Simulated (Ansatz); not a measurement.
Stepwise reaction of `[S]=[W](=[S])([Cl])[Cl]` with water, as a gas-phase model of exchange steps in deposition or etching. ΔE in kJ/mol; ΔG adds harmonic PBE0-D4 terms to CCSD(T)/CBS, at 1 bar.

Computed with Ansatz on PBE0-D4/def2-TZVP structures; ΔE is electronic, products minus reactants. CBS: MP2 limit from def2 TZ/QZ plus the TZ coupled-cluster correction, frozen cores. This one scheme is used for every species. Functionals use def2-TZVPP. B3LYP here is the variant with VWN-RPA as its local correlation; programs differ in this. def2 core potentials past Kr. For W outer-core shells are correlated without core-valence functions, which leaves a few kJ/mol of doubt a bond. Each species was taken in one conformer, which may not be the lowest.

| step | reaction | PBE-D4 | B3LYP-D4 | ωB97M-V | CCSD(T)/CBS | ΔG(500 K) |
| --- | --- | --- | --- | --- | --- | --- |
| 2 | `[OH][W](=[S])(=[S])[Cl]` + H₂O → `[OH][W]([OH])(=[S])=[S]` + HCl | 28.0 | 26.6 | 23.6 | 33.7 | 27.6 |

Q: Give the row of step 1, `[S]=[W](=[S])([Cl])[Cl]` + H₂O → `[OH][W](=[S])(=[S])[Cl]` + HCl. (An estimate is asked.)

A: The calculation gave: 
```tsv
step	reaction	PBE-D4	B3LYP-D4	ωB97M-V	CCSD(T)/CBS	ΔG(500 K)
1	`[S]=[W](=[S])([Cl])[Cl]` + H₂O → `[OH][W](=[S])(=[S])[Cl]` + HCl	22.6	21.4	17.8	28.9	21.3
```

Q: By hand: ΔE of the 2 steps together at CCSD(T)/CBS.

A: (28.9) + (33.7) = 62.6 kJ/mol, or 31.3 kJ/mol a step.

In ΔE the steps differ by no more than 4.8 kJ/mol. All are uphill at CCSD(T)/CBS. ΔG lies between 21.3 and 27.6 kJ/mol a step. PBE-D4 differs from CCSD(T)/CBS by -6.3 to -5.7 kJ/mol a step. Isolated molecules leave out the surface, adducts and barriers. Largest T1 diagnostic: 0.023.
